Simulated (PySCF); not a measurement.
Chain-length series, silicon-germanium chain mercapto/mercapto (end groups after the name). Isolated molecules, 0 K electronic values unless said otherwise. One relaxed conformer stands for each flexible species; it need not be the lowest. Strings in code marks are SMILES.

The T1 excitation (TDA) from two functionals at the same geometries (r2SCAN-D4/def2-SVP), both in PySCF: PBE-D3(BJ)/def2-TZVP and r2SCAN-D4/def2-TZVP. Excitations are Tamm–Dancoff values on a coarser integration grid. The basis has no diffuse functions, so Rydberg states are missing or too high.

```csv
species,r2SCAN-D4/def2-TZVP (eV)
n = 1 (`S[SiH2][GeH2][SH]`),4.43
n = 2 (`[SiH2]([GeH2][SH])[GeH2][SiH2]S`),4.10
n = 3 (`[GeH2]([SiH2][GeH2][SH])[SiH2][GeH2][SiH2]S`),4.34
```

**Question.** What does PBE-D3(BJ)/def2-TZVP give for each?

**Answer.** 
- n = 1 (`S[SiH2][GeH2][SH]`): 4.12
- n = 2 (`[SiH2]([GeH2][SH])[GeH2][SiH2]S`): 3.80
- n = 3 (`[GeH2]([SiH2][GeH2][SH])[SiH2][GeH2][SiH2]S`): 4.03
Over these rows, drawn at random from the members with no instability flagged (it was tested for open shells, ions and some series alone), PBE minus r2SCAN-D4: mean -0.31 eV, from -0.32 eV to -0.30 eV.
